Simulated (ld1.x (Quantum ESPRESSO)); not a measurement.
# Before and after: TM potential for chromium

Cr (Z = 24), norm-conserving Troullier–Martins (Kleinman–Bylander form), made with ld1.x (Quantum ESPRESSO) 7.5 (PBEsol, scalar-relativistic). Core [Ne] 3s2, reference 3p6 3d4 4s0 4p0 (charge +2). Waves: 4s (bound, empty): rc 1.70 bohr; 3d (bound): rc 1.40 bohr; 3p (bound): rc 1.05 bohr. Local part: the p channel. Core correction: a·sin(br)/r model core inside 0.70 bohr.

Change: all radii but the core radius scaled by about 1.21 (s 2.06, p 1.28, d 1.70 bohr).

Cutoffs: the cutoffs (Ry, on a coarse ladder) from which the occupation-weighted sum of valence levels, in a spherical-Bessel basis at the reference potential, stays within 10 and 1 mRy of its value at 400 Ry; they do not see the model core or the augmentation charge, which bear on the density cutoff. Errors are all-electron minus pseudo energies relative to the spin-unpolarised reference configuration.

Question: What does the change do?

Answer: The potential gets softer (110 Ry and 160 Ry → 80 Ry and 110 Ry); both files keep a bound ghost (s); of the 7 tests that both files solve, the error grows in 3 and shrinks in 4 by more than 15 % and 0.3 meV (median size 22.2 → 12.4 meV). A larger radius leaves more room for a smooth pseudo-wave, so fewer plane waves are needed.

```csv
quantity,base,changed
"cutoff, loose",110 Ry,80 Ry
"cutoff, tight",160 Ry,110 Ry
loose cutoff by channel (10 mRy a level),"d 90 Ry, p 45 Ry","d 70 Ry, p 45 Ry"
bound ghosts,s,s
"error for 3p6 3d5 4s1 4p0, meV [ΔE -22.89 eV]",-22,+9.8
"error for 3p6 3d5 4s0 4p0, meV [ΔE -16.01 eV]",-15,-12
"error for 3p6 3d3 4s0 4p0, meV [ΔE 30.71 eV]",-31,-2.0
"error for 3p5 3d5 4s1 4p0, meV [ΔE 28.53 eV]",-24,-122
"error for 3p6 3d4 4s1 4p1, meV [ΔE -19.35 eV]",+4.7,+13
"error for 3p6 3d2 4s0 4p0, meV [ΔE 79.02 eV]",-129,+84
"error for 3p6 3d4 4s1 4p0, meV [ΔE -14.88 eV]",-3.4,-6.7
```

 A true bound ghost makes a file unfit for plane-wave use even where its test errors are small: the radial tests pick states by their node count and pass the ghost by.
